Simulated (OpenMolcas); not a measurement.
4d⁶ along the 42-electron sequence

| Quantity | Value |
| --- | --- |
| Program | OpenMolcas |
| Method | MS-CASPT2, IPEA 0.25 Eh, imaginary shift 0.1 Eh |
| Basis | ANO-RCC-VTZP |
| Scalar Hamiltonian | DKH2, point nucleus |
| Spin-orbit coupling | state interaction with AMFI integrals over the reference wave functions, term energies averaged over their components |

Active space for each ion: 6 electrons in 5 orbitals (4d); closed shells correlated by CASPT2: 4s 4p.

Computed levels in cm-1 above ⁵D₄:

```tsv
Level	Ru2+	Rh3+	Ag5+
⁵D₃	1155	1551	2570
⁵D₂	1845	2430	3840
⁵D₁	2290	3020	4790
⁵D₀	2510	3300	5220
³P₂(1)	15940	18040	21870
³H₆	16340	18530	22860
³H₅	16590	18800	23150
³F₃(1)	18040	20610	25600
³F₂(1)	18530	21260	26500
weight of ⁵D in the lowest level (%)	99	98	97
```

Mixed levels, with the weight of the term that names them: Ag5+ ³H₅ (73 %).

Measured, with the error of the calculation in %. Measured levels: Ru2+ from Moore, Atomic Energy Levels, vol. III, NSRDS-NBS 35 (1971 reprint of NBS Circular 467, 1958); Ag5+ from the list in Gamrath, thesis, University of Mons (2023).

| Level | Ru2+ | Ag5+ |
| --- | --- | --- |
| ⁵D₃ | 1159 (-0.3) | 2692 (-4.7) |
| ⁵D₂ | 1826 (+1.0) | 3953 (-2.9) |
| ⁵D₁ | 2266 (+1.3) | 4941 (-3.1) |
| ⁵D₀ | 2476 (+1.4) | 5380 (-3.0) |
| ³P₂(1) |  | 21042 (+3.9) |
| ³H₆ |  | 21512 (+6.2) |
| ³H₅ |  | 21812 (+6.1) |
| ³F₃(1) |  | 24441 (+4.7) |
| ³F₂(1) |  | 25306 (+4.7) |

The fine-structure level ⁵D₀ changes by a factor of 2.08 from Ru2+ to Ag5+. Its fourth root runs 7.08, 7.58, 8.50, with steps per unit of Z of 0.50, 0.46; equal steps would mean a (Z - σ)^4 law with constant σ.

³P₂(1) changes by a factor of 1.37 over the same range, with steps per unit of Z of +2100, +1920 cm-1.

Term energies are means over components that CASPT2 splits; among the terms shown or strongly mixed into the levels shown the widest spread is 390 cm-1 (4d⁶ ³H, Ru2+). Terms from blocks run as CI alone lack orbitals of their own. Levels of configurations with an s electron are missing; early in the row they begin among the upper levels of the d shell and mix with terms of their name (holds for Ru2+). Computed and measured levels are paired by configuration, term and J; levels that our copy of the source lacks, or whose pairing is in doubt (as where it misses far off the trend of its configuration), stay unpaired and out of the deviations. Only configurations of the active space appear.

A number in round brackets counts repeated terms of one configuration in the order of the reference energies.
